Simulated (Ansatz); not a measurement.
System: C2H2B, charge 0, doublet. C2H2B (SMILES BC#[C], doublet).
B3LYP-D3(BJ)/def2-TZVP minimum from Ansatz (a program for electronic structure):
```xyz
5

B     -1.0758    -0.0416    -0.6574
C      0.1958    -0.0814     0.0691
C      1.2310     0.1272     0.7975
H     -1.8054     0.8941    -0.5556
H     -1.3761    -0.9609    -1.3568
```
Charge 0, spin multiplicity 2.

Quantity: atomisation energy (electronic, to ground-state atoms), in kcal/mol. Open shells are spin-unrestricted; no spin-orbit coupling. CBS(X,Y): correlation extrapolated as X^-3, Hartree-Fock from the larger set. A bracket is a step between two methods taken in the basis named. Functionals run without relativity, which enters their misses. '+ core + X2C': CCSD(T) terms for core correlation (cc-pwCVTZ) and scalar relativity (cc-pVTZ-DK). Where a partner has so few electrons that a lower coupled-cluster level is exact, that level stands in. The UHF reference of C2H2B (BC#[C], doublet) is spin-contaminated (<S^2> up to 0.03 over the pure value in the sets run).

CCSD(T)/CBS(cc-pVTZ,cc-pVQZ) + [CCSDT(Q) - CCSD(T)]/cc-pVTZ + core + X2C (Ansatz) gives 448.5 kcal/mol.

**Question.** How far off this value is PBE/def2-TZVPD (Ansatz), in which direction, and how far these levels: r2SCAN/def2-TZVPD, B3LYP/def2-TZVPD, wB97M-V/def2-TZVPD, CCSD(T)/CBS(cc-pVTZ,cc-pVQZ) + core + X2C?

**Answer.** PBE gives 469.9 kcal/mol, 21.4 kcal/mol above it. Differences of the others: r2SCAN/def2-TZVPD (Ansatz) 9.7; B3LYP/def2-TZVPD (Ansatz) 5.4; wB97M-V/def2-TZVPD (Ansatz) 4.8; CCSD(T)/CBS(cc-pVTZ,cc-pVQZ) + core + X2C (Ansatz) -1.7 kcal/mol.
